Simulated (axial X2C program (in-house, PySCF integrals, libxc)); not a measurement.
# Bond lengths and stretching modes, held linear, of FGaF

Calculated with an axial X2C code built on PySCF integrals: two-component X2C with atomic mean-field Coulomb and Gaunt terms, Gaussian nuclei, basis F dyall-av3z, Ga dyall-v3z with contracted cores. Spin-free rows use the one-electron spin-free X2C Hamiltonian.

Masses F 18.998, Ga 68.926, F 18.998 u. States: 2c Ω = 1/2 (beyond evenly filled blocks: ω = 1/2); spin-free M_S = 1/2, Λ = 0 (beyond evenly filled blocks: σα).

PBE0, spin-free: energies above the lowest point

```tsv
r(F–Ga) (Å)	r(Ga–F) (Å)	E (meV)
1.7511	1.7511	38.69
1.7511	1.7960	18.08
1.7511	1.8409	33.16
1.7960	1.7511	18.08
1.7960	1.7960	0.00
1.7960	1.8409	17.69
1.7960	1.8858	62.63
1.8409	1.7511	33.16
1.8409	1.7960	17.69
1.8409	1.8409	38.06
1.8858	1.7960	62.63
1.8858	1.8858	136.00
```

**Question.** Fit a quadratic surface with cubic terms in each bond: where is the minimum, and what are the two stretching wavenumbers?

**Answer.** At PBE0, spin-free: bonds 1.795 and 1.795 Å; harmonic stretches 524.3 and 606.7 cm⁻¹; force constants 2.87, 2.87 and coupling 0.21 mdyn/Å.

The other levels and Hamiltonians give:

```
Hamiltonian  level  r(F–Ga) (Å)  r(Ga–F) (Å)  lower stretch (cm⁻¹)  upper stretch (cm⁻¹)
         2c   PBE0        1.795        1.795                 524.3                 606.7
         2c     HF        1.772        1.772                 560.5                 645.9
         2c    PBE        1.823        1.823                 491.0                 571.4
         2c    MP2        1.787        1.787                 546.6                 634.4
  spin-free     HF        1.771        1.771                 560.5                 645.9
  spin-free    PBE        1.822        1.822                 491.1                 571.5
  spin-free    MP2        1.787        1.787                 546.6                 634.3
```

Each state is one determinant, the lowest of a limited PBE0 search; the stretches come from a fit to these few points and carry an uncertainty of a few per cent. Other orders of the atoms were not compared. MP2 freezes inner shells (threshold -2 hartree). The molecule was held linear; bending was not examined, so a bent shape may lie lower.
